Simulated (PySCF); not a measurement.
**Computed structure and properties of [DyCl2]+**

System: [DyCl2]+ (singlet in the valence; each metal's 4f electrons, 9 of them, lie in its core potential, out of spins and levels); start: template (C2v). Method: PySCF 2.14.0, RKS PBE0, Dy lcecp-1-SVP with ECP55, Cl def2-SVP; non-relativistic Hamiltonian with scalar-relativistic core potentials where named; density fitting; no spin-orbit coupling.

Input of the relaxation:

```python
mol = gto.M(atom='''
Dy     0.00000     0.00000    -0.31897
Cl     2.38320    -0.00000     0.74763
Cl    -2.38320     0.00000     0.74763''',
    basis={'Dy': 'lcecp-1-SVP', 'Cl': 'def2-SVP'},
    ecp={'Dy': 'lcecp-1-SVP'},
    charge=1, spin=0)
mf = dft.RKS(mol, xc='PBE0')
mf.grids.atom_grid = (50, 194)  # f atoms: unpruned, at least (60, 302)
mf = mf.density_fit()  # fitting sets: Dy AutoAux, Cl def2-universal-JKFIT
mf.conv_tol = 1e-08; mf.max_cycle = 55
mf.kernel(dm0)  # dm0: converged density of the start geometry
# quasi-Newton relaxation in Cartesian coordinates to a largest gradient under 0.00045 Eh/bohr, steps kept in the point group
```

Run from Python with OMP_NUM_THREADS=2; the lines above give its settings. Where DIIS fails, smearing, a level shift and second-order steps follow.
It took 12 s on 2 threads of Arm Neoverse V2, with other jobs on the host, from the converged density of the start.

Course of the relaxation:

| step | energy above end (eV) | largest force component within the symmetry (eV/Å) |
| --- | --- | --- |
| 0 | 0.7442 | 2.356 |
| 1 | 0.2329 | 1.260 |
| 2 | 0.1006 | 0.870 |
| 3 | 0.0533 | 0.230 |
| 4 | 0.0210 | 0.354 |
| 5 | 0.0074 | 0.279 |
| 6 | 0.0001 | 0.041 |
| 7 | 0.0000 | 0.011 |
| 8 | 0.0000 | 0.000 |

Relaxed geometry (C2v):

```xyz
3

Dy    0.0000    0.0000   -0.5079
Cl    1.9504    0.0000    0.8421
Cl   -1.9504    0.0000    0.8421
```

```
     contact      Å
Dy1–Cl2 (Cl)  2.372
Dy1–Cl3 (Cl)  2.372
```

On the finer grid (75, 302):

- HOMO: -13.84 eV
- LUMO: -8.14 eV
- Dipole about the centre of mass: 6.39 D
- Set of Mulliken populations of Dy1 outside the core potential: s 2.22, p 6.22, d 1.23, f 0.04
- D3(BJ) dispersion energy (not in the energies): -0.071 eV

```
atom  Mulliken (e)  Löwdin (e)  spin (e)
 Dy1          1.29        0.68      0.00
 Cl2         -0.14        0.16      0.00
 Cl3         -0.14        0.16      0.00
```

The 4f levels lie in the core potential and are missing. Their spin isn't counted.

On the grid (50, 194), as all that follows. Harmonic modes: a minimum; lowest 84 cm⁻¹ (negative: unstable), highest 398 cm⁻¹, zero-point energy 0.054 eV.

Taking off one Cl (charge -1, singlet; the rest: singlet) in vacuum, both parts rigid, costs 14.90 eV; the small basis without counterpoise inflates it. Most of it is the attraction of opposite charges; other ways to part are cheaper, and one spin state was tried for the rest.

Rigid scan of Cl along the line from its metal:

(distance to Cl2 (Å), energy (eV)): (2.07, 1.118), (2.17, 0.432), (2.27, 0.095), (2.37, 0.000), (2.47, 0.073), (2.57, 0.258), (2.77, 0.825), (3.07, 1.853), (3.47, 3.157), (3.97, 4.411)

One start shape was tried, so this needn't be the lowest isomer.

An lcecp potential fixes the number of 4f electrons, so in runs with it no electron can move into or out of that shell.
